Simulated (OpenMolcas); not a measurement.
Dy2+ among 6 point charges of -0.5 e arranged as a trigonal antiprism (D3d), with a polar angle of 48.2° against the regular 54.74°.

```
Program             : OpenMolcas 26.06
Method              : CASSCF
Basis               : ANO-RCC-VDZP [7s6p4d2f1g]
Scalar Hamiltonian  : DKH2, point nucleus
Active space        : 10 electrons in 7 orbitals (4f)
State averaging     : 2S+1 = 5 even, 35 roots (32 in the spin-orbit step); 2S+1 = 3 even, 106 roots kept (CI in the orbitals of an earlier block); 2S+1 = 1 even, 37 roots kept (CI in the orbitals of an earlier block, 31 in the spin-orbit step)
Spin-orbit coupling : state interaction with AMFI integrals over the reference wave functions
```

All point charges move together. At R = 2.72 Å the width of the lowest J multiplet is 119 cm-1, and at R = 2.92 Å it is 96 cm-1.

Task: A third run gives 152 cm-1. What distance was it run at?

Result: With a power law R^-n the two known points give n = -ln(96 / 119) / ln(2.92 / 2.72) = 3.03. Then R = 2.72 × (119 / 152)^(1/3.03) = 2.509 Å. The run was at 2.51 Å, so the estimate is off by -0.001 Å.

High states are left out of the spin-orbit mixing, which shifts the levels that they would mix with. This is an electrostatic model: the charges have no orbitals. An unlabelled pair can be two single states that coincide in this model. A group larger than the point group allows holds several states that coincide in this model. No measured value stands beside these numbers.
